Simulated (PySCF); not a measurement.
A run for PySCF: R-B3LYP/LANL2DZ on GeH4 (SMILES [GeH4]).

```python
from pyscf import gto, scf, dft, mp
from pyscf.data.elements import chemcore

mol = gto.M(
    atom='''
    Ge    0.12721440   -0.06567561    0.38920267
    H     0.50711535    0.36237339   -1.03629169
    H     1.20839491   -0.99935054    0.95173922
    H    -1.22211318   -0.79753565    0.36392592
    H     0.01642066    1.17908033    1.28262354
    ''',
    basis='lanl2dz',
    ecp={'Ge': 'lanl2dz'},
    charge=0, spin=0, verbose=3, max_memory=1800)
mf = dft.RKS(mol, xc='b3lyp')
mf.conv_tol = 1e-8
mf.max_cycle = 100
mf.kernel()
if not mf.converged:
    mf = mf.newton().run(mf.mo_coeff, mf.mo_occ)
```

Output:

```
converged SCF energy = -6.14704577758478
```

The calculation finished and met its thresholds.

Cost: roughly 0.7 core-seconds.
